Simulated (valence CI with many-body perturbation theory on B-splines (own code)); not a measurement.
**F IV: what the settings do**

Level of theory: valence CI with perturbative core correlation (CI+MBPT): four valence electrons over a frozen Dirac-Fock core [He], a basis of 6 s, 6 p, 5 d, 3 f, 1 g functions for each j, with the one-electron correlation potential Σ1, the two-electron term Σ2, the three-electron term Σ3, Breit, model QED; selected CI, second order for the rest, scaled by the run's own slope (own B-spline code, finite nucleus).

Against 16 measured levels this calculation errs by 233 cm⁻¹ on average and by 702 at most. These come from a selection out of Moore, Atomic Energy Levels, vol. I, NSRDS-NBS 35 (1971 reprint of NBS Circular 467, 1949), an old analysis. Levels without a partner in it may be off by more. Among the levels kept, up to 260 cm⁻¹ of a level comes from second order outside the variational space, and about a tenth of that is noise between levels of different J, which matters for small intervals.

The reference run has the lowest level 2s2 2p2 3P_0 and an ionisation energy of 87.1405 eV. Its largest variational space holds 10697 state functions.

Reference levels: 2s2 2p2 3P_1 226, 2s2 2p2 3P_2 613, 2s2 2p2 1D_2 25521, 2s2 2p2 1S_0 53996, 2s 2p3 5S°_2 73773, 2s 2p3 3D°_3 147984, 2s 2p3 3D°_2 148032, 2s 2p3 3D°_1 148045, 2s 2p3 3P°_2 175551, 2s 2p3 3P°_1 175555, 2s 2p3 3P°_0 175577, 2s 2p3 1D°_2 229428 cm⁻¹.

Rank these changes by the mean size of the shift of these levels, smallest first.
A. screening of Σ1 on → off
B. shift of the energy in Σ1 (hartree) 0 → -0.817
C. logarithmic knot step 0.27 → 1.1

A (2.8 cm⁻¹), B (4.2 cm⁻¹), C (35 cm⁻¹).
